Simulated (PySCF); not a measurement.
Si(H)(NH2) (H₃NSi), SMILES N[SiH] (connectivity only; charge and spin as stated), neutral, multiplicity 1. Geometry optimised at B3LYP-D3(BJ)/def2-TZVP.

TDDFT-M06-2X/def2-TZVPD in PySCF puts the lowest singlet excitations at 3.41, 5.35, 6.16, 6.46, 7.06, 7.13 eV.

**Question.** What are the lowest excitation roots from ADC(2)/aug-cc-pVDZ (PySCF 2.14.0)? (Estimate from the structure and the level; the computed values follow.)

**Answer.** 3.76, 5.48, 6.05, 6.25, 6.67, 6.68 eV. S1 differs by 0.36 eV (second minus first; roots are paired by order, and the bases may differ).
